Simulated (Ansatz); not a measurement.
Computed with Ansatz.

Basis-set series for `FC(F)COC(F)(F)C(F)F`. The species carries charge 0 and has multiplicity 1. The geometry is a stationary point of PBE0-D4/def2-TZVP. It is one conformer, not always the lowest.

```xyz
15

F    -0.982    1.693    2.093
C    -1.104    1.948    0.771
F    -2.293    2.565    0.574
C    -1.107    0.661   -0.014
O     0.200    0.115    0.102
C     0.394   -1.085   -0.474
F    -0.390   -2.037    0.083
F     0.091   -1.070   -1.787
C     1.862   -1.483   -0.269
F     2.653   -0.594   -0.892
F     2.066   -2.694   -0.811
H    -0.297    2.627    0.478
H    -1.856   -0.014    0.407
H    -1.343    0.878   -1.058
H     2.106   -1.510    0.797
```

```csv
functional,basis,functions,energy (Eh),HOMO (eV),LUMO (eV)
PBE0-D4,def2-SVP,174,-827.67059,-9.76,1.92
PBE0-D4,def2-QZVPP,747,-828.70206,-9.89,0.80
ωB97M-V,def2-SVP,174,-828.25250,-12.19,3.76
ωB97M-V,def2-QZVPP,747,-829.30397,-12.35,1.98
```

(1) Give the rows for def2-TZVPP. (Estimate.)

Answers

(1) The calculation gave: 
| functional | basis | functions | energy (Eh) | HOMO (eV) | LUMO (eV) |
| --- | --- | --- | --- | --- | --- |
| PBE0-D4 | def2-TZVPP | 397 | -828.66017 | -9.84 | 1.34 |
| ωB97M-V | def2-TZVPP | 397 | -829.26439 | -12.30 | 2.89 |

Positive LUMOs are unbound and depend on the basis.
